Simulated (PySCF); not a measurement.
Potential energy of SnTe along the bond

Set-up: Sn cc-pVDZ-PP with ECP28, Te cc-pVDZ-PP with ECP28; scalar-relativistic core potentials (PySCF 2.14). Energies in eV from Sn + Te in their ground configurations at the same level. State: ¹Σ⁺ (singlet), closed shell.

All columns are PBE0. A positive dipole means Sn(−)Te(+).

```csv
R (Å),E (eV),μ (D),Mulliken charge on Sn (basis-dependent),HOMO (eV),LUMO (eV),Mayer bond order,⟨S²⟩
2.183,-2.361,-0.92,0.14,-6.73,-2.01,2.47,0.00
2.285,-3.263,-1.37,0.18,-6.84,-2.19,2.45,0.00
2.387,-3.751,-1.83,0.21,-6.91,-2.37,2.43,0.00
2.463,-3.921,-2.16,0.23,-6.76,-2.50,2.42,0.00
2.539,-3.966,-2.48,0.25,-6.61,-2.62,2.41,0.00
2.615,-3.917,-2.79,0.26,-6.47,-2.74,2.39,0.00
2.717,-3.745,-3.18,0.28,-6.31,-2.90,2.38,0.00
2.844,-3.416,-3.63,0.29,-6.13,-3.07,2.37,0.00
2.996,-2.929,-4.12,0.31,-5.95,-3.26,2.36,0.00
3.199,-2.221,-4.69,0.31,-5.76,-3.48,2.35,0.00
```

A fit through these points gives, at Re = 2.534 Å, μ = -2.46 D and dμ/dR = -4.16 D/Å; the reduced mass is 62.35 u.

Q: How strong is the fundamental in the double-harmonic approximation, I = 42.26·(dμ/dR)²/μred km/mol?

A: I = 42.26·(-4.16)²/62.35 = 11.7 km/mol at PBE0.

These are scalar-relativistic numbers at best; spin–orbit coupling would shift them, the dissociation energy most.
